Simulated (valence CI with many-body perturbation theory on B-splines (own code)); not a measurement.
## Basis-set convergence for Cd15+

Computed by valence CI with perturbative core correlation (CI+MBPT): five valence electrons over a frozen Dirac-Fock core [Ar] 3d10, a basis of 9 s, 9 p, 8 d, 6 f, 3 g, 1 h functions for each j, with the one-electron correlation potential Σ1 (screened to all orders), the two-electron term Σ2, the three-electron term Σ3, Breit, model QED; selected single and double excitations, second order for the rest, scaled by the run's own slope (own B-spline code, finite nucleus).

No measured levels were compared; by estimate levels hold to about 250 cm⁻¹ or 0.2 % of their energy and the worst to 1 %, as in measured heavy ions of charge 2 to 7; those with d or f electrons hold less well. Among the levels kept, up to 1100 cm⁻¹ of a level comes from second order outside the variational space, and about a tenth of that is noise between levels of different J, which matters for small intervals.

The reference run has the lowest level 4s2 4p3 4S°_3/2 and an ionisation energy of 386.804 eV. Its largest variational space holds 20014 state functions.

Names give the largest LS component (configuration and term), which can be under half, so a name can repeat, a term be missing and a line seem to break the LS rules; names also repeat where a configuration has a term twice.

Changed runs:
A. basis 6 s, 6 p, 5 d, 3 f, 1 g
B. basis 5 s, 5 p, 4 d, 2 f

Excitation energies of the reference run in cm⁻¹, and shifts in cm⁻¹:

```
                 Level  Reference       A       B
       4s2 4p3 2D°_3/2      51166     +36    +162
       4s2 4p3 2D°_5/2      68845    +102    +402
       4s2 4p3 2P°_1/2      95468    +158    +614
       4s2 4p3 2P°_3/2     142913    +108    +455
         4s 4p4 4P_5/2     350268     -80    -169
         4s 4p4 4P_3/2     386185     -77    -153
         4s 4p4 4P_1/2     391798     -40     -25
         4s 4p4 2D_3/2     433565     +36    +227
         4s 4p4 2D_5/2     449592     +47    +269
         4s 4p4 2S_1/2     487513    +132    +543
         4s 4p4 2P_3/2     496220     +71    +321
     4s2 4p2 4d 4F_3/2     524858    +133    +695
Ionisation energy (eV)    386.804  -0.035  -0.115
```
